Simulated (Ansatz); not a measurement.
**The vertical ionisation energy down a group: B to In**

Gas-phase molecules, one atom swapped for its congeners: C2H3B `BC#C`; C2H3Al (ethynylalumane) `C#[C][AlH2]`; C2H3Ga `C#[C][GaH2]`; C2H3In `C#[C][InH2]`. All are singlets with charge 0.

Shapes, held fixed at every level: PBE0-D4/def2-TZVP. Programs: Ansatz 0.2.0. Values in eV.

| level | C2H3B | C2H3Ga | C2H3In |
| --- | --- | --- | --- |
| PBE-D4/def2-TZVPP | 10.37 | 9.86 | 9.57 |
| r2SCAN-D4/def2-TZVPP | 10.35 | 9.93 | 9.64 |
| B3LYP-D4/def2-TZVPP | 10.53 | 10.11 | 9.83 |
| PBE0-D4/def2-TZVPP | 10.48 | 10.11 | 9.83 |
| wB97M-V/def2-TZVPP | 10.56 | 10.31 | 10.08 |
| wB97X-V/def2-TZVPP | 10.58 | 10.36 | 10.12 |
| B2PLYP/def2-TZVPP | 10.66 | 10.36 | 10.09 |

Question: Estimate the column for C2H3Al from its neighbours.

Answer: The mean of the neighbours at B2PLYP/def2-TZVPP is 10.51 eV, against 10.49 from the run. All rows: PBE-D4/def2-TZVPP 9.91; r2SCAN-D4/def2-TZVPP 10.00; B3LYP-D4/def2-TZVPP 10.19; PBE0-D4/def2-TZVPP 10.20; wB97M-V/def2-TZVPP 10.45; wB97X-V/def2-TZVPP 10.50; B2PLYP/def2-TZVPP 10.49 eV. At B2PLYP/def2-TZVPP the vertical ionisation energy falls at every step, from 10.66 to 10.09 eV. Every level shows the same order. For atoms past krypton def2 sets carry core potentials with scalar relativity. Relativity is left out for Ga. Outer-core shells of Ga, In are correlated, in sets that cover them unevenly.
